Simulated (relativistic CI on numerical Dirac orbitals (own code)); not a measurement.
**Ru²⁺: 4s photoemission**

Computed with this model: Dirac-Coulomb-Breit CI, orbitals from a KLI potential per configuration, model QED (radiative potential, 1s self-energy scaled to tabulated hydrogen-like ionisation energies), valence Slater integrals scaled by 0.7, multiplet model of photoemission in the sudden approximation; configurations [Kr] 4d6 → [Ar] 3d10 4s 4p6 4d6; 80 K; Lorentzian 2 eV and Gaussian 0.6 eV FWHM. Energies are those of the free ion, without screening or charge transfer. The energies are binding energies and can lie tens of eV above those of solids. Without intra-shell correlation the exchange splitting of an s hole comes out too large, often by half or more. S is read from ⟨S²⟩ = S(S + 1).

Field parameters in Wybourne normalisation: Td as Oh with Dq negative (B⁴₀ = 21Dq, B⁴₄ = √(5/14) B⁴₀). The field is a parameter set, without covalency.

free ion: ground-state S = 1.99, centroid 110.86 eV. Peaks (eV, height): 108.4 (100), 114.6 (66).

Td, 10Dq = -13150 cm⁻¹: ground-state S = 1.76, centroid 110.90 eV. Peaks (eV, height): 108.6 (100), 114.4 (63).

Td, 10Dq = -16850 cm⁻¹: ground-state S = 1.11, centroid 111.00 eV. Peaks (eV, height): 109.8 (100), 113.6 (56).

Strongest unbroadened transitions for Td, 10Dq = -16850 cm⁻¹:

```
Energy (eV)  Relative strength
     108.78               16.3
     108.80               11.4
     109.83               12.7
     109.84                9.9
     109.86              100.0
     109.97                2.1
     109.98               13.9
     111.87                0.6
     112.30                0.8
     113.28                0.9
     113.34                0.8
     113.54               10.9
     113.55               54.8
     113.73                0.8
     113.75                4.0
     113.81                1.1
     113.99                1.0
     115.00                4.1
```
